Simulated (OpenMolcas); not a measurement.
# Se+: effect of the level shift or regulariser

```yaml
Program: OpenMolcas
Basis: ANO-R2 [6s6p4d3f1g]
Scalar_Hamiltonian: X2C, finite nucleus
Active_space: 5 electrons in 8 orbitals (4s 4p 5s 5p)
State_averaging: 2S+1 = 4 odd, 1 root; 2S+1 = 2 odd, 8 roots; 2S+1 = 4 even, 3 roots; 2S+1 = 2 even, 9 roots
Spin-orbit_coupling: state interaction with AMFI integrals over the reference wave functions, term energies averaged over their components
```

Methods on the same reference wave functions:
A. CASSCF
B. SS-CASPT2, IPEA 0.25 Eh, imaginary shift 0.1 Eh (closed shells correlated: 3d)
C. SS-CASPT2, IPEA 0.25 Eh, sigma2 regulariser 0.3 Eh (closed shells correlated: 3d)

Energies in cm⁻¹ above 4s² 4p³ ⁴S°_3/2, the measured ground level; measured values from NIST Handbook of Basic Atomic Spectroscopic Data.

```tsv
Level	A	B	C	Measured
4s² 4p³ ⁴S°_3/2	0.0	0.0	0.0	0.0
4s² 4p³ ²D°_3/2	16871	14520	14520	13168
4s² 4p³ ²D°_5/2	17535	15030	15020	13784
4s² 4p³ ²P°_1/2	24355	24680	24680	23038
4s² 4p³ ²P°_3/2	25112	25270	25270	23895
```

Deviations, from unrounded energies. A percentage is the sum of absolute deviations over the sum of measured energies, with the sign that they share, or ± where signs differ.

```tsv
Against measurement	Levels	A	B	C
mean absolute deviation (cm-1)	4	2500	1400	1400
other terms of the ground configuration (%)	4	+13.5	+7.6	+7.6
```

B, C lie about equally close to measurement and A furthest from it. The largest miss of C in the table is 4s² 4p³ ²P°_1/2, by +1600 cm-1. The ranking rests on the paired levels alone, and a cruder setting can come out closer through cancelling errors.

Between B and C no level of the table moves by more than 5 cm-1.

The two smallest mean deviations differ by little beside CASPT2's spread within terms, so their order carries little weight.

From A to B the spin-free energies of the other terms of 4s² 4p³ shown, above ⁴S°, scale by factors of 0.86 to 1.01.

The lowest spin-free term lies below A's lowest term by 0.543 hartree in B, 0.543 hartree in C.

CASPT2 does not keep the components of a term degenerate, so their means are used; among the terms shown or strongly mixed into the levels shown the widest spread is 73 cm-1 (4s² 4p³ ²D°, C). Over all roots computed the reference weight is 0.85 to 0.94 in B, 0.87 to 0.94 in C; the roots of lowest weight are the least certain, and an intruder state may touch them. Active for correlation alone: 5p 5s; no level in the range computed is led by a configuration that fills them, so any true level of that kind is missing. Without dynamic correlation excited terms often stand tens of per cent too high (terms of higher spin than the ground term too low), and those without a measured partner can miss by more than the paired ones (holds for A). Computed and measured levels are paired by configuration, term and J; levels that our copy of the source lacks, or whose pairing is in doubt (as where it misses far off the trend of its configuration), stay unpaired and out of the deviations. Only configurations of the active space appear. The table leaves out levels that lie high or whose names do not pair safely across all columns.

° marks odd parity.
